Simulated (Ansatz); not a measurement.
One change: `C/C=C/CF` becomes `B/C=C/CF`.

Ansatz, PBE0-D4/def2-TZVP geometries, multiplicity 1. Each molecule was computed in one conformer, which needn't be the lowest.

```json
{"property": "size of the dipole moment (B3LYP/def2-TZVPP) / D", "`C/C=C/CF`": "1.65"}
{"property": "HOMO–LUMO gap (PBE0/def2-TZVPP) / eV", "`C/C=C/CF`": "7.68"}
{"property": "LUMO energy (ωB97M-V/def2-TZVPP) / eV", "`C/C=C/CF`": "2.60"}
{"property": "size of the dipole moment (PBE/def2-TZVPP) / D", "`C/C=C/CF`": "1.53"}
{"property": "HOMO–LUMO gap (ωB97M-V/def2-TZVPP) / eV", "`C/C=C/CF`": "12.02"}
{"property": "HOMO–LUMO gap (PBE/def2-TZVPP) / eV", "`C/C=C/CF`": "5.50"}
```

**Question.** What does the change do to each property? (Best estimate.)

**Answer.** The calculation gave: 
```
                                        property  `B/C=C/CF`  shift
size of the dipole moment (B3LYP/def2-TZVPP) / D        2.18   0.53
            HOMO–LUMO gap (PBE0/def2-TZVPP) / eV        6.23  -1.45
           LUMO energy (ωB97M-V/def2-TZVPP) / eV       -0.01  -2.61
  size of the dipole moment (PBE/def2-TZVPP) / D        2.24   0.71
         HOMO–LUMO gap (ωB97M-V/def2-TZVPP) / eV       10.43  -1.59
             HOMO–LUMO gap (PBE/def2-TZVPP) / eV        4.21  -1.29
```

With PBE0 the HOMO falls by 1.06 eV and the LUMO falls by 2.51 eV, so the gap narrows by about 1.45 eV. PBE moves the HOMO by -1.14 eV and ωB97M-V by -1.01 eV. Dipoles are sizes alone; their direction can turn.

B3LYP here is the variant with VWN-RPA as its local correlation; programs differ in this.
